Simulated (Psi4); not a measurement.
boroxine (H₃B₃O₃), singlet, at a GFN2-xTB geometry.

Psi4 was given this input:
```
memory 2 GB

molecule {
0 1
  B    -0.62995984    1.18044110    0.24926454
  O    -1.34098568    0.02127528    0.22114647
  B    -0.71277475   -1.15913808   -0.02782965
  O     0.62913932   -1.17890358   -0.24893988
  B     1.34273459   -0.02130303   -0.22143489
  O     0.71184636    1.15762830    0.02779340
  H    -1.17144101    2.19508773    0.46351956
  H    -1.32543937   -2.15547372   -0.05175059
  H     2.49688038   -0.03961402   -0.41176897
}

set basis def2-svp
set freeze_core true

energy('ccsd')
print_variables()
```

Task: What number of basis functions does CCSD/def2-SVP (Psi4 1.11) give?

Result: 99

Task: Estimate the MP2 correlation energy that CCSD/def2-SVP returns for this input.

Result: -0.7658 Eh

Task: Predict the coupled-cluster correlation energy (without the perturbative part) from CCSD/def2-SVP.

Result: -0.7972 Eh

Task: Predict the nuclear repulsion energy from CCSD/def2-SVP.

Result: 203.3392 Eh

Task: Roughly what does it cost on one core?

Result: roughly 19 core-seconds.
